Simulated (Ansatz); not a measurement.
`[Cl][Sn]([Cl])([I])[I]` → `[Cl][Sn][Cl]` + I₂ at 298.15 K and 1 bar (stannylene formation by 1,1-elimination).

Isolated molecules relaxed with PBE0-D4/def2-TZVP in Ansatz; ΔE leaves out vibrations. CCSD(T)/CBS is the MP2 limit (def2-TZVPP, def2-QZVPP) plus CCSD(T) − MP2 in def2-TZVPP, frozen cores. def2 core potentials past Kr. For I, Sn outer-core shells are correlated without core-valence functions, which leaves a few kJ/mol of doubt a bond.

```json
{"species": "`[Cl][Sn]([Cl])([I])[I]`", "CCSD(T)/CBS energy (Eh)": "-1728.65329", "H − E (kJ/mol)": "34.2", "S (J/(mol·K))": "422.8"}
{"species": "`[Cl][Sn][Cl]`", "CCSD(T)/CBS energy (Eh)": "-1133.69328", "H − E (kJ/mol)": "18.5", "S (J/(mol·K))": "305.8"}
{"species": "I₂", "CCSD(T)/CBS energy (Eh)": "-594.89268", "H − E (kJ/mol)": "11.4", "S (J/(mol·K))": "260.1"}
```

H − E and S are ideal-gas, rigid-rotor, harmonic terms from PBE0-D4/def2-TZVP. 1 Eh = 2625.50 kJ/mol, R = 8.31446 J/(mol·K).

Question: By hand: ΔE, ΔH, ΔS and ΔG.

Answer: ΔE = (-1133.69328) + (-594.89268) − (-1728.65329) = 0.06733 Eh = 176.8 kJ/mol. Δ(H − E) = 18.5 + 11.4 − 34.2 = -4.3, so ΔH = 172.5 kJ/mol. ΔS = 305.8 + 260.1 − 422.8 = 143.1 J/(mol·K). ΔG = 172.5 − 298.15 × (143.1)/1000 = 129.8 kJ/mol.

Question: By hand: the equilibrium constant, and the temperature at which ΔG would vanish if ΔH and ΔS stayed fixed.

Answer: log₁₀ K = −ΔG/(RT ln 10) = -22.7. ΔG = 0 at ΔH/ΔS = 1205 K.

The number of gas molecules changes by +1, which sets the sign of ΔS. A doubt of 5 kJ/mol in ΔE shifts log₁₀ K by 0.9 here. Modes under 60 cm⁻¹, often nearly free rotors, make the harmonic entropy too high. These are equilibria of isolated gas molecules and say nothing of rates. Largest T1 diagnostic: 0.014 (customary marks: 0.02 for closed shells, 0.045 for open ones).
